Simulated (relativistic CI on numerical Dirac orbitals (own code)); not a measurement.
What each ingredient does to the levels of Re VII

Base calculation: Dirac-Coulomb-Breit CI, orbitals from a KLI potential per configuration, QED by a radiative potential, unscaled Slater integrals.

Configuration list (outside the closed core [Kr] 4d10): 4f¹⁴5s²5p⁶5d, 4f¹⁴5s²5p⁶6s, 4f¹⁴5s²5p⁶5f, 4f¹⁴5s²5p⁶6p, 4f¹⁴5s²5p⁵5d², 4f¹⁴5s²5p⁶5g, 4f¹⁴5s²5p⁶6d, 4f¹⁴5s²5p⁶7s, 4f¹⁴5s²5p⁶7p, 4f¹³5s²5p⁶5d², 4f¹⁴5s²5p⁶6f, 4f¹⁴5s²5p⁶7d, 4f¹⁴5s5p⁶5d², 4f¹⁴5s²5p⁶7f. Double excitations out of closed p, d and f shells are left out; levels of such configurations are missing from the list, as are those of other unlisted configurations, and high levels can miss mixing partners.

Variants: (1) QED terms removed. Shifts of the energy above 4f¹⁴5s²5p⁶5d ²D3/2, in cm⁻¹, for the lowest level and the first level of each name with at least 55 % of one term (blank where a level changes its place among those of its configuration and J or its character, or is not in the variant):

| Level | Base | Δ(1) |
| --- | --- | --- |
| 4f¹⁴5s²5p⁶5d ²D3/2 | 0 | 0 |
| 4f¹⁴5s²5p⁶5d ²D5/2 | 10341 | -30 |
| 4f¹⁴5s²5p⁶6s ²S1/2 | 116369 | -451 |
| 4f¹⁴5s²5p⁶6p ²P°1/2 | 191840 | -109 |
| 4f¹⁴5s²5p⁶6p ²P°3/2 | 213179 | -131 |
| 4f¹⁴5s²5p⁶5f ²F°5/2 | 306190 | -65 |
| 4f¹⁴5s²5p⁶5f ²F°7/2 | 307833 | -73 |
| 4f¹⁴5s²5p⁶6d ²D3/2 | 323457 | -84 |
| 4f¹⁴5s²5p⁵5d² ⁴D°1/2 | 324851 | +149 |
| 4f¹⁴5s²5p⁵5d² ⁴D°3/2 | 326802 | +147 |
| 4f¹⁴5s²5p⁶6d ²D5/2 | 326932 | -92 |
| 4f¹⁴5s²5p⁵5d² ⁴D°5/2 | 331748 | +130 |
| 4f¹⁴5s²5p⁵5d² ⁴G°9/2 | 343741 | +115 |
| 4f¹⁴5s²5p⁵5d² ⁴G°11/2 | 346568 | +102 |

At this charge configurations can still be misplaced by up to about 7 % of their energy. Levels and lines within the n = 5 or 6 shells can be off by up to 10 % or somewhat more, and those that change n by about 2 %, since core polarisation is missing. Levels that differ in their count of f electrons can be misplaced by several ten thousand cm⁻¹, since the correlation energy of f electrons is missing or only estimated; rates across such gaps can be off by orders of magnitude.

Ionisation energy from the two ground configurations alone: base 81.53 eV. The NIST ASD value (semi-empirical) is 82.71 eV.

LS names give the leading component of a level, which can be under half, so a name can repeat, a term be missing and a line seem to break the LS rules.
